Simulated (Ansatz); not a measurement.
Coupled-cluster diagnostics for Sn6, Ansatz.

Geometry of the singlet (PBE-D4/def2-SVP):

```xyz
6

Sn    0.0077    1.6305    0.5340
Sn   -2.3720   -0.0468    0.1768
Sn    0.1825   -0.7390    2.2539
Sn   -0.0073   -1.6306   -0.5337
Sn   -0.1831    0.7386   -2.2538
Sn    2.3721    0.0473   -0.1771
```

In the def2 sets Sn takes a core potential; there is no spin–orbit coupling. Correlated methods freeze 24 core orbitals; core or outer-core shells of Sn are correlated, in sets that lack core-valence functions.

Question: Estimate the CCSD(T) correlation energy, the shares of MP2 and (T), T1 and the reference's ⟨S²⟩ for: charge 0, singlet, own geometry in def2-SVP; and the rough time on 2 threads of AMD EPYC 7R13 on a shared host and a share (18 GiB) of an NVIDIA H100 80GB HBM3.

Answer: 
| state | basis | correlation (eV) | MP2 share (%) | (T) share (%) | T1 | ⟨S²⟩ (pure) | wall time | remarks |
| --- | --- | --- | --- | --- | --- | --- | --- | --- |
| charge 0, singlet, own geometry | def2-SVP | -18.943 | 95.3 | 7.5 | 0.011 | 0.00 (0.00) | 7.5 s | restricted SCF unstable |
Customary marks for T1 are 0.02 (closed shells), 0.045 (open shells) and about 0.05 (3d metals). T1 stays under 0.02 throughout.
